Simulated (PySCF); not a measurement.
AlF2, SMILES [F][Al][F], multiplicity 2.

Geometry: B3LYP-D3(BJ)/def2-TZVP. The spin state was assumed, not searched. The isomer is the one that the SMILES or the coordinates give; other isomers of the formula were not compared.

Level of theory: PySCF with C-PCM-M06-2X/def2-SVP.

The values are the electrostatic part of the solvation free energy, E(continuum) − E(gas) at the gas-phase geometry, in a cavity of scaled van der Waals radii (PySCF's table); cavitation and dispersion terms are not included. A continuum can't describe solvent molecules that bind to the metal. The dipole moment in vacuum is 1.94 D.

```tsv
solvent	ε	ΔG(elec) (kcal/mol)	dipole (D)
water	78.36	-7.2	2.31
diethylether	4.24	-5.5	2.21
chloroform	4.71	-5.7	2.22
```
